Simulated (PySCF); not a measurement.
Computed with PBE-D3(BJ)/def2-TZVP // r2SCAN-D4/def2-SVP (PySCF). Isolated molecules, 0 K electronic values unless said otherwise. One relaxed conformer stands for a flexible species; it need not be the lowest. 

Reference species: [Nb(F)2(OH)3] (neutral, multiplicity 1).

- coordination number: 5
- charge on the central atom (Mulliken): 1.71 e
- HOMO–LUMO gap: 5.00 eV
- HOMO: -7.67 eV

Changed species: [Nb(F)4(OH)] (1 of 5 F replaced by OH; the reference has 3 of 5 F replaced by OH).

Task: Give the shifts of the coordination number, charge on the central atom (Mulliken), HOMO–LUMO gap and HOMO.

Result: the coordination number stays essentially unchanged; the charge on the central atom (Mulliken) increases by 0.11 e, to 1.82 e; the HOMO–LUMO gap rises by 0.64 eV, to 5.64 eV; the HOMO decreases by 1.51 eV, to -9.18 eV.
